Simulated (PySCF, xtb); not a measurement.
Si(H)(OH)(NH2)2 (H6N2OSi), SMILES N[SiH](N)O.

GFN2-xTB (xtb) at its own geometry gives an orbital gap of 7.27 eV and a dipole moment of 1.19 D.

Coordinates come from a r2SCAN-D4/def2-SVP optimisation. Other conformers were not sampled.

Question: What does PBE0/def2-TZVP run with PySCF give? (An estimate is asked for; the answer gives what the named calculation found.)

Answer: gap 8.25 eV (levels -7.35 and 0.90 eV), dipole 1.14 D.
